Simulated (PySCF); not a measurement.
C4H3S, SMILES c1s[c]cc1, doublet, PBE0/def2-SVP optimised geometry.

```
8

C     -0.22     1.58     0.00
C      0.77     0.66     0.00
C      0.21    -0.66     0.00
C     -1.16    -0.66     0.00
S     -1.81     0.95     0.00
H      1.84     0.87     0.00
H      0.80    -1.58     0.00
H     -1.84    -1.52     0.00
```

Density from PySCF 2.14.0 with unrestricted PBE0/def2-TZVP at that geometry.

Minimum of the electron density along straight lines between bonded atoms, close to the bond critical point (lines longer than 1.1 times the sum of covalent radii, or with two minima, are not listed):

```tsv
bond	length / Å	ρ at the minimum / e bohr⁻³	∇²ρ there / e bohr⁻⁵	position (fraction from the first atom)
C1–C2	1.357	0.329	-0.95	0.52
C2–C3	1.434	0.288	-0.78	0.50
C3–C4	1.370	0.327	-0.94	0.49
C1–S5	1.701	0.220	-0.48	0.50
C4–S5	1.732	0.210	-0.41	0.47
C2–H6	1.091	0.279	-0.98	0.65
C3–H7	1.092	0.279	-0.98	0.65
C4–H8	1.090	0.279	-0.98	0.65
```
